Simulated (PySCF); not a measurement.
# What builds the third ionisation energy along group 4

Calculated with PySCF 2.14 from differences of total energies of unrestricted determinants, without spin-orbit coupling. Each column adds one step, in eV (sums use unrounded values): valence MP2, valence CCSD, valence triples, then the next inner shell at CCSD(T) (Ti 3s 3p, Zr 4s 4p, Hf 5s 5p). References (NIST) marked * lie between the lowest fine-structure levels; the others compare directly ((s) semi-empirical, (t) theoretical).

```csv
element,UHF,+ MP2,+ CCSD,+ (T),+ inner shell,sum,reference
"Ti [Ar] 3d2 → [Ar] 3d1 (x2c-TZVPPall, spin-free X2C)",26.588,0.116,0.035,0.000,0.354,27.093,27.492 *
"Zr [Kr] 4d2 → [Kr] 4d1 (x2c-TZVPPall, spin-free X2C)",22.391,0.096,0.031,0.000,0.360,22.878,23.170 (s) *
"Hf [Xe] 4f14 5d2 → [Xe] 4f14 5d1 (x2c-TZVPPall, spin-free X2C)",21.454,0.082,0.028,0.000,0.290,21.854,22.55 ± 0.04 (t) *
```

What remains against the references is mostly basis incompleteness and, for starred values, spin-orbit coupling.

These are valence bases, so the inner-shell step is incomplete.
